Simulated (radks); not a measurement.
Results of a calculation; reference values are marked as such.
All-electron atom: the caesium ion Cs17+ in [Kr] 4d2.

Code: a radial shooting solver on a logarithmic mesh with Libxc functionals. Model: Dirac Kohn-Sham, PBE, spin-unpolarised, spherical densities, finite nucleus; open shells fill j = l - 1/2 first; Fermi nuclear charge, rms radius 4.8041 fm.

Energy parts (hartree):
| part | energy |
|---|---|
| total | -7679.0192 |
| kinetic | 8185.3022 |
| electron-nucleus | -18090.8169 |
| Hartree | 2404.2426 |
| exchange-correlation | -177.7472 |

Orbitals (lengths in bohr, moments of r in powers of bohr; <r^-3> diverges for s and p1/2; r(max) is where P^2 peaks; r(90%) holds 90 % of the orbital's charge):
| orbital | occ. | eigenvalue (hartree) | r(max) | <r^-3> | r(90%) | small-component weight |
|---|---|---|---|---|---|---|
| 1s1/2 | 2 | -1329.991 | 0.01678 | - | 0.0470 | 4.12e-02 |
| 2s1/2 | 2 | -221.6193 | 0.09501 | - | 0.173 | 8.87e-03 |
| 2p1/2 | 2 | -209.4480 | 0.07269 | - | 0.154 | 8.90e-03 |
| 2p3/2 | 4 | -196.4932 | 0.07766 | 5929 | 0.162 | 8.42e-03 |
| 3s1/2 | 2 | -57.73145 | 0.2719 | - | 0.436 | 2.69e-03 |
| 3p1/2 | 2 | -52.66301 | 0.2583 | - | 0.431 | 2.64e-03 |
| 3p3/2 | 4 | -50.14585 | 0.2691 | 1180 | 0.447 | 2.51e-03 |
| 3d3/2 | 4 | -41.29539 | 0.2172 | 191.7 | 0.421 | 2.39e-03 |
| 3d5/2 | 6 | -40.75648 | 0.2203 | 176.2 | 0.425 | 2.35e-03 |
| 4s1/2 | 2 | -21.52325 | 0.6226 | - | 0.928 | 9.19e-04 |
| 4p1/2 | 2 | -19.60155 | 0.6302 | - | 0.954 | 8.71e-04 |
| 4p3/2 | 4 | -18.98249 | 0.6503 | 293.5 | 0.981 | 8.37e-04 |
| 4d3/2 | 2 | -15.78391 | 0.6596 | 43.32 | 1.04 | 7.39e-04 |
| 4d5/2 | 0 | -15.66307 | 0.6655 | 39.78 | 1.04 | 7.31e-04 |
| 5s1/2 | 0 | -10.94994 | 1.211 | - | 1.68 | 4.08e-04 |
| 5p1/2 | 0 | -10.15051 | 1.253 | - | 1.74 | 3.87e-04 |
| 5p3/2 | 0 | -9.92883 | 1.283 | 105.9 | 1.78 | 3.77e-04 |

The highest occupied level is 4d3/2 at -429.50 eV. For comparison, the ionisation energy in NIST's Atomic Spectra Database is 445 eV (theoretical). In exact Kohn-Sham theory the highest level is minus the ionisation energy, but local and semilocal functionals leave it too shallow, through self-interaction and a potential that decays too fast; potentials with the right tail come closer. The density falls to 0.001 e/bohr^3 at r = 1.69 bohr. The electron density at the nucleus is 2.964e+05 e/bohr^3. Summed over all electrons, <r^2> = 6.984 bohr^2, which gives a Langevin (diamagnetic) susceptibility term of -5.53 x 10^-6 cm^3/mol.

Beside tabulated values, note that spin-unpolarised runs miss the spin-polarisation part of the exchange energy of open shells.
